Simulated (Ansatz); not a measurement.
Relaxation of BrCl4H2OTa (9 atoms, charge 0, multiplicity 1), to a largest force component of 0.03 eV/Å in at most 50 steps.

All numbers below come from Ansatz, RHF/def2-SVP.

```xyz
9
Properties=species:S:1:pos:R:3
Ta -0.598 -0.495 0.270
Cl 2.963 0.315 -0.143
Cl 0.092 0.337 2.330
O 0.092 -0.571 -1.423
H 0.804 -0.459 -2.037
Cl -1.535 1.608 -0.172
Cl -2.591 -1.606 0.356
Br 0.821 -2.637 0.849
H 2.904 -0.897 0.388
```

**Question.** Where does it end, and by what steps?

**Answer.** The forces met the threshold. After 25 steps the energy has fallen by 0.216 eV; Cl2 moved furthest, 1.64 Å.

```json
{"step": "0", "energy less start (eV)": "0.0000", "largest force component (eV/Å)": "1.342", "accepted": "yes"}
{"step": "1", "energy less start (eV)": "-0.0616", "largest force component (eV/Å)": "0.852", "accepted": "yes"}
{"step": "2", "energy less start (eV)": "-0.0678", "largest force component (eV/Å)": "1.124", "accepted": "yes"}
{"step": "3", "energy less start (eV)": "-0.0858", "largest force component (eV/Å)": "0.610", "accepted": "yes"}
{"step": "4", "energy less start (eV)": "-0.1184", "largest force component (eV/Å)": "0.183", "accepted": "yes"}
{"step": "5", "energy less start (eV)": "-0.1340", "largest force component (eV/Å)": "0.404", "accepted": "yes"}
{"step": "6", "energy less start (eV)": "-0.1405", "largest force component (eV/Å)": "0.454", "accepted": "yes"}
{"step": "7", "energy less start (eV)": "-0.1467", "largest force component (eV/Å)": "0.298", "accepted": "yes"}
{"step": "8", "energy less start (eV)": "-0.1544", "largest force component (eV/Å)": "0.434", "accepted": "yes"}
{"step": "9", "energy less start (eV)": "-0.1658", "largest force component (eV/Å)": "0.186", "accepted": "yes"}
{"step": "10", "energy less start (eV)": "-0.1734", "largest force component (eV/Å)": "0.414", "accepted": "yes"}
{"step": "11", "energy less start (eV)": "-0.1787", "largest force component (eV/Å)": "0.499", "accepted": "yes"}
{"step": "12", "energy less start (eV)": "-0.1857", "largest force component (eV/Å)": "0.335", "accepted": "yes"}
{"step": "13", "energy less start (eV)": "-0.1944", "largest force component (eV/Å)": "0.184", "accepted": "yes"}
{"step": "14", "energy less start (eV)": "-0.2022", "largest force component (eV/Å)": "0.121", "accepted": "yes"}
{"step": "15", "energy less start (eV)": "-0.2037", "largest force component (eV/Å)": "0.199", "accepted": "yes"}
{"step": "16", "energy less start (eV)": "-0.2053", "largest force component (eV/Å)": "0.233", "accepted": "yes"}
{"step": "17", "energy less start (eV)": "-0.2098", "largest force component (eV/Å)": "0.165", "accepted": "yes"}
{"step": "18", "energy less start (eV)": "-0.2121", "largest force component (eV/Å)": "0.109", "accepted": "yes"}
{"step": "19", "energy less start (eV)": "-0.2134", "largest force component (eV/Å)": "0.086", "accepted": "yes"}
{"step": "20", "energy less start (eV)": "-0.2144", "largest force component (eV/Å)": "0.062", "accepted": "yes"}
{"step": "21", "energy less start (eV)": "-0.2149", "largest force component (eV/Å)": "0.059", "accepted": "yes"}
{"step": "22", "energy less start (eV)": "-0.2152", "largest force component (eV/Å)": "0.076", "accepted": "yes"}
{"step": "23", "energy less start (eV)": "-0.2154", "largest force component (eV/Å)": "0.050", "accepted": "yes"}
{"step": "24", "energy less start (eV)": "-0.2156", "largest force component (eV/Å)": "0.030", "accepted": "yes"}
{"step": "25", "energy less start (eV)": "-0.2157", "largest force component (eV/Å)": "0.018", "accepted": "yes"}
```

```xyz
9
Properties=species:S:1:pos:R:3
Ta -0.856 -0.334 0.461
Cl 3.571 -0.673 -1.309
Cl -0.885 0.630 2.566
O 0.424 0.213 -0.715
H 1.296 0.159 -1.094
Cl -2.407 1.260 -0.290
Cl -2.286 -2.034 -0.190
Br 0.763 -2.117 1.363
H 3.331 -1.509 -0.374
```

Whether the end is a true minimum wasn't checked by a vibrational analysis.

Time of the run: 69 s on 4 threads of Intel(R) Xeon(R) 6975P-C (Granite Rapids) (shared host), peak memory 0.62 GiB.
